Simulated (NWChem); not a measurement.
System: CH3FO3Si; SMILES O=CO[Si@@H](O)F

Input file for NWChem:

```
start job
memory heap 200 mb stack 900 mb global 1100 mb
geometry units angstroms noautosym nocenter noautoz
  O     -0.379707    -1.881006     0.848900
  C      0.635188    -1.697894     0.230437
  O      0.935937    -0.589350    -0.435961
  Si    -0.068664     0.788460    -0.489046
  O     -1.622456     0.358002    -0.271935
  F      0.478657     1.736795     0.692166
  H      1.444894    -2.450496     0.144607
  H      0.155679     1.453782    -1.776859
  H     -1.709543    -0.416552     0.308993
end
basis spherical
  * library 6-31g*
end
dft
  xc m05-2x
  iterations 150
end
cosmo
  do_cosmo_smd true
  solvent cychexan
end
task dft energy
```

NWChem printed, in part:

```
             Northwest Computational Chemistry Package (NWChem) 7.3.0
             --------------------------------------------------------

                             Geometry "geometry" -> ""
                             -------------------------

 Output coordinates in angstroms (scale by  1.889725989 to convert to a.u.)

  No.       Tag          Charge          X              Y              Z
 ---- ---------------- ---------- -------------- -------------- --------------
    1 O                    8.0000    -0.37970700    -1.88100600     0.84890000
    2 C                    6.0000     0.63518800    -1.69789400     0.23043700
    3 O                    8.0000     0.93593700    -0.58935000    -0.43596100
    4 Si                  14.0000    -0.06866400     0.78846000    -0.48904600
    5 O                    8.0000    -1.62245600     0.35800200    -0.27193500
    6 F                    9.0000     0.47865700     1.73679500     0.69216600
    7 H                    1.0000     1.44489400    -2.45049600     0.14460700
    8 H                    1.0000     0.15567900     1.45378200    -1.77685900
    9 H                    1.0000    -1.70954300    -0.41655200     0.30899300

 Effective nuclear repulsion energy (a.u.)     321.8219498022

                                 NWChem DFT Module
                                 -----------------

 Summary of "ao basis" -> "ao basis" (spherical)
 ------------------------------------------------------------------------------
       Tag                 Description            Shells   Functions and Types
 ---------------- ------------------------------  ------  ---------------------
 O                           6-31g*                  6       14   3s2p1d
 C                           6-31g*                  6       14   3s2p1d
 Si                          6-31g*                  8       18   4s3p1d
 F                           6-31g*                  6       14   3s2p1d
 H                           6-31g*                  2        2   2s

 in cosmo_initialize ...
 calling solv_data for solv:cychexan

 solvent parameters
 solvname_short: cychexan
 solvname_long:  cyclohexane
 dielec:        2.0165
 dielecinf:     2.0352
 nonaqueous SMD model solvent descriptors
 dielec:        2.0165
 sola:          0.0000
 solb:          0.0000
 solc:          0.0000
 solg:         35.4800
 solh:          0.0000
 soln:          1.4266

          ---------------
          -cosmo- solvent
          ---------------
 Cosmo: York-Karplus, doi: 10.1021/jp992097l
 dielectric constant -eps-     =   2.02
 screen = (eps-1)/(eps    )    =   0.50409
 surface charge correction     = lagrangian

   van der Waals surface
 --------------------------

 ---------- ATOMIC COORDINATES (A.U.) ------------ VDWR(ANG.) --
     1   -0.71754219   -3.55458592    1.60418839     2.294
     2    1.20033127   -3.20855442    0.43546279     1.850
     3    1.76866447   -1.11371001   -0.82384683     2.294
     4   -0.12975615    1.48997335   -0.92416294     2.470
     5   -3.06599727    0.67652568   -0.51388264     2.294
     6    0.90453057    3.28206665    1.30800408     1.730
     7    2.73045374   -4.63076598    0.27326761     1.200
     8    0.29419065    2.74724963   -3.35777663     1.200
     9   -3.23056784   -0.78716914    0.58391210     1.200
 number of segments per atom =        128
 number of   points per atom =        128
 atom (   nspa,  nppa )
 ----------------------
    1 (     74,     0 )       0
    2 (     15,     0 )       0
    3 (     52,     0 )       0
    4 (     52,     0 )       0
    5 (     69,     0 )       0
    6 (     65,     0 )       0
    7 (     48,     0 )       0
    8 (     32,     0 )       0
    9 (      0,     0 )       0
 number of -cosmo- surface points =      407
 molecular surface =    146.512 angstrom**2
 molecular volume  =    148.369 angstrom**3
 -lineq- algorithm             =   0
 -bem- low  level              =   3
 -bem- from -octahedral-
 gaussian surface charge width =   4.50000
 degree of switching           =   1.00000
 switching function tolerance  =   0.00010
 atomic radii =
 --------------
    1  8.000  2.294
    2  6.000  1.850
    3  8.000  2.294
    4 14.000  2.470
    5  8.000  2.294
    6  9.000  1.730
    7  1.000  1.200
    8  1.000  1.200
    9  1.000  1.200
 ...... end of -cosmo- initialization ......

[...]

                                COSMO-SMD solvation results
                                ---------------------------

             internal energy in gas <Psi(g)|H|Psi(g)> =      -655.007004052255
         internal energy in solvent <Psi(s)|H|Psi(s)> =      -655.006841640008
                               delta internal energy  =         0.000162412247 (    0.10 kcal/mol)
   total free energy in solvent <Psi(s)|H+V/2|Psi(s)> =      -655.010301319984
 polarization energy contribution <Psi(s)|V/2|Psi(s)> =        -0.003459679975 (   -2.17 kcal/mol)
    total free energy in solvent including G(SMD-CDS) =      -655.010202764763
                       G(SMD-CDS) energy contribution =         0.000098555220 (    0.06 kcal/mol)
     1 M fixed-concentration free energy of solvation =        -0.003198712508 (   -2.01 kcal/mol)

                       DFT Final Molecular Orbital Analysis
                       ------------------------------------

 Vector   26  Occ=2.000000D+00  E=-4.276237D-01
              MO Center= -8.3D-01,  1.1D-01, -2.4D-01, r^2= 2.9D+00
   Bfn.  Coefficient  Atom+Function         Bfn.  Coefficient  Atom+Function
  ----- ------------  ---------------      ----- ------------  ---------------
    65      0.368035  5 O  pz                64      0.295984  5 O  py
    69      0.274789  5 O  pz                68      0.233978  5 O  py
    33      0.196125  3 O  pz                92      0.158128  8 H  s
     5     -0.155675  1 O  pz                37      0.148413  3 O  pz
     3     -0.140693  1 O  px                63     -0.117127  5 O  px

 Vector   27  Occ=2.000000D+00  E=-4.215160D-01
              MO Center= -5.7D-02, -7.9D-01,  9.0D-02, r^2= 2.8D+00
   Bfn.  Coefficient  Atom+Function         Bfn.  Coefficient  Atom+Function
  ----- ------------  ---------------      ----- ------------  ---------------
     5      0.329312  1 O  pz                33     -0.299255  3 O  pz
    31     -0.260853  3 O  px                37     -0.239515  3 O  pz
     9      0.236488  1 O  pz                65      0.221756  5 O  pz
    35     -0.202719  3 O  px                64      0.175272  5 O  py
    69      0.175289  5 O  pz                 3      0.149228  1 O  px

 Vector   28  Occ=2.000000D+00  E=-3.823806D-01
              MO Center= -7.6D-02, -1.6D+00,  5.0D-01, r^2= 2.2D+00
   Bfn.  Coefficient  Atom+Function         Bfn.  Coefficient  Atom+Function
  ----- ------------  ---------------      ----- ------------  ---------------
     4      0.516033  1 O  py                 8      0.373159  1 O  py
     3     -0.191814  1 O  px                90      0.178032  7 H  s
    32      0.162974  3 O  py                89      0.157499  7 H  s
    33     -0.136629  3 O  pz                34     -0.131236  3 O  s
    36      0.130064  3 O  py                 7     -0.125919  1 O  px

 Vector   29  Occ=0.000000D+00  E= 3.517885D-02
              MO Center=  3.9D-01, -1.5D+00,  2.5D-01, r^2= 2.2D+00
   Bfn.  Coefficient  Atom+Function         Bfn.  Coefficient  Atom+Function
  ----- ------------  ---------------      ----- ------------  ---------------
    23      0.497181  2 C  pz                19      0.436452  2 C  pz
     9     -0.360156  1 O  pz                 5     -0.302714  1 O  pz
    21      0.294675  2 C  px                17      0.225949  2 C  px
    22      0.197805  2 C  py                18      0.193412  2 C  py
     7     -0.176653  1 O  px                37     -0.176897  3 O  pz

 Vector   30  Occ=0.000000D+00  E= 9.771691D-02
              MO Center= -5.8D-01,  1.1D+00, -3.9D-01, r^2= 4.0D+00
   Bfn.  Coefficient  Atom+Function         Bfn.  Coefficient  Atom+Function
  ----- ------------  ---------------      ----- ------------  ---------------
    53      0.715840  4 Si px                66      0.668880  5 O  s
    54     -0.597021  4 Si py                94     -0.389245  9 H  s
    34     -0.371706  3 O  s                 52     -0.330477  4 Si s
    49      0.256925  4 Si px                55     -0.214420  4 Si pz
    80      0.209226  6 F  s                 50     -0.199142  4 Si py

 Vector   31  Occ=0.000000D+00  E= 1.160913D-01
              MO Center= -1.3D-01,  4.7D-01, -8.6D-01, r^2= 4.4D+00
   Bfn.  Coefficient  Atom+Function         Bfn.  Coefficient  Atom+Function
  ----- ------------  ---------------      ----- ------------  ---------------
    54      0.945071  4 Si py                53      0.642746  4 Si px
    66      0.551171  5 O  s                 52     -0.511443  4 Si s
    80     -0.332415  6 F  s                 55      0.276931  4 Si pz
    22      0.239760  2 C  py                90      0.218631  7 H  s
    37     -0.189022  3 O  pz                50      0.183732  4 Si py

     Multipole analysis of the density
     ---------------------------------

     L   x y z        total         alpha         beta         nuclear
     -   - - -        -----         -----         ----         -------
     0   0 0 0      0.000000    -28.000000    -28.000000     56.000000

     1   1 0 0      0.585970      1.692358      1.692358     -2.798747
     1   0 1 0     -0.455567      1.501190      1.501190     -3.457947
     1   0 0 1     -0.495733     -0.786670     -0.786670      1.077607

     2   2 0 0    -30.313264    -84.441431    -84.441431    138.569599
     2   1 1 0     -2.153875      9.091293      9.091293    -20.336460
     2   1 0 1     -0.374545     -2.724366     -2.724366      5.074187
     2   0 2 0    -29.264717   -181.668771   -181.668771    334.072824
     2   0 1 1     -0.324983     20.353947     20.353947    -41.032878
     2   0 0 2    -29.946388    -49.129577    -49.129577     68.312766
```

Level: M05-2X/6-31G* (spherical d), SMD on the gas-phase geometry. All runs use the structure optimised with PBE0/def2-SVP. Solvent: cyclohexane.
